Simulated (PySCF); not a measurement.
Compound: C3H5OPTe.
Atom-mapped SMILES: `[CH3:1][O:2][C:3]1=[CH:4][P@@H:5]1=[Te:6]` (hydrogens: H7, H8, H9 on C1; H10 on C4; H11 on P5)

Computed by this run: PBE0-D3(BJ)/def2-SVP geometry optimisation, gas phase, def2 core potentials past Kr (PySCF 2.14.0); density fitting, grid level 1; the optimiser is geomeTRIC in internal coordinates, started from a GFN2-xTB structure with every atom displaced at random (about 0.01 Å).

Step 0: E = -21803.2404 eV
```
atom  x, y, z in Å  |  force x, y, z in eV/Å
C1     -1.7419   -0.3081    0.5938   -0.634   1.768  -0.097
O2     -0.6614   -1.1535    0.3892    1.000  -0.524  -0.176
C3      0.3882   -0.5966   -0.1551    3.086  -0.107  -0.676
C4      1.7025   -0.8402   -0.5152   -4.320   1.901   0.801
P5      1.2731    0.9165   -0.6182   -0.097  -1.388   0.882
Te6     1.9132    2.6468    0.7924   -0.011   0.107  -0.154
H7     -2.5337   -0.8854    1.0473   -0.435  -0.376   0.205
H8     -2.0984    0.1265   -0.3698    0.056  -0.235   0.360
H9     -1.4889    0.5495    1.2725   -0.010  -0.548  -0.336
H10     2.4046   -1.6155   -0.5215    1.401  -1.186  -0.056
H11     0.8802    1.1316   -1.9309   -0.036   0.588  -0.754
```

Step 1: E = -21803.4682 eV
```
atom  x, y, z in Å  |  force x, y, z in eV/Å
C1     -1.8010   -0.3152    0.5974    0.173  -0.191  -0.069
O2     -0.6331   -1.1182    0.4254   -0.206   0.083   0.041
C3      0.4072   -0.5506   -0.1238    0.302  -0.101  -0.025
C4      1.6476   -0.8529   -0.5082    0.084   0.096   0.044
P5      1.3331    0.9121   -0.5938   -0.309  -0.290  -0.212
Te6     2.0507    2.6771    0.7347    0.050   0.016   0.005
H7     -2.5441   -0.9566    1.0854    0.028   0.033   0.045
H8     -2.1878    0.0063   -0.3779   -0.045   0.068  -0.084
H9     -1.5809    0.5609    1.2210    0.017   0.058   0.064
H10     2.3976   -1.6550   -0.5480   -0.223   0.245   0.004
H11     0.9480    1.2637   -1.9278    0.130  -0.017   0.187
```

Question: Estimate the geometry and energy of step 2. (The exact step hangs on the optimiser's Hessian estimate; all steps are aligned on step 1, rigid shifts and turns removed.)

Answer: E = -21803.4817 eV, largest force 0.175 eV/Å
```
atom  x, y, z in Å  |  force x, y, z in eV/Å
C1     -1.7860   -0.3074    0.5919    0.046  -0.023   0.007
O2     -0.6439   -1.1401    0.4174   -0.041  -0.001  -0.050
C3      0.4027   -0.5816   -0.1292    0.109   0.068   0.013
C4      1.6500   -0.8491   -0.5069    0.023  -0.035   0.043
P5      1.2981    0.8973   -0.5933   -0.152  -0.073  -0.045
Te6     2.0106    2.6610    0.7440    0.016   0.007  -0.004
H7     -2.5431   -0.9254    1.0875   -0.007   0.015   0.017
H8     -2.1709    0.0357   -0.3809    0.009  -0.001   0.014
H9     -1.5355    0.5594    1.2218   -0.015   0.008  -0.001
H10     2.4149   -1.6254   -0.5426   -0.023   0.017  -0.009
H11     0.9407    1.2473   -1.9252    0.036   0.019   0.013
```

The energy changes by -0.0136 eV. The first-order estimate −F·Δx gives -0.0234 eV and the mean of the old and new forces, exact on a quadratic surface, -0.0135 eV. The step makes an angle of 74° with the force vector and moves no atom by more than 0.045 Å.

The cost below is that of the whole optimisation. Time: 52 s wall; peak memory 0.54 GiB. Hardware: an Arm Neoverse V2 with one thread, shared host.
